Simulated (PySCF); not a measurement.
# Diatomics with 63 electrons

CCSD(T) in PySCF with def2-SVPD on every atom (core potentials on In, Sn, Sb), for the lowest determinant that a PBE0 search found; no spin–orbit coupling. All have 63 electrons, 7 of them in the valence shells, and the same state, a quartet (σ ↑, π ↑↑). For ions De leads to the atom and ion picked by measured ionisation energies and electron affinities.

| species | difference of nuclear charges | Re (Å) | ωe (cm⁻¹) | k (mdyn/Å) | De (eV) | dissociates to |
| --- | --- | --- | --- | --- | --- | --- |
| InSi | 35 | 2.653 | 256 | 0.871 | 2.05 | In + Si |
| AlSn | 37 | 2.685 | 263 | 0.901 | 1.95 | Al + Sn |
| InP⁺ | 34 | 3.203 | 87.4 | 0.110 | 0.29 | In⁺ + P |
| SiSn⁺ | 36 | 2.574 | 304 | 1.24 | 2.36 | Si + Sn⁺ |
| AlSb⁺ | 38 | 2.959 | 136 | 0.239 | 0.53 | Al⁺ + Sb |

(1) Which member of the whole set has the stiffest bond, and how does it compare with the softest?

Correlated steps freeze 9 core orbitals. Weak bonds: InP⁺. Basis-set superposition, not corrected here, can be much of De in a small basis, most of all at correlated wavefunction levels. These are scalar-relativistic numbers at best; spin–orbit coupling would shift them, the dissociation energy most. For an ion De counts to the pair picked by the measured ionisation energies or electron affinities, which need not be the lowest pair at this level. States were picked by a PBE0 search and need not be the measured ground states.

## Answers

(1) SiSn⁺ with k = 1.24 mdyn/Å, 11 times that of InP⁺.
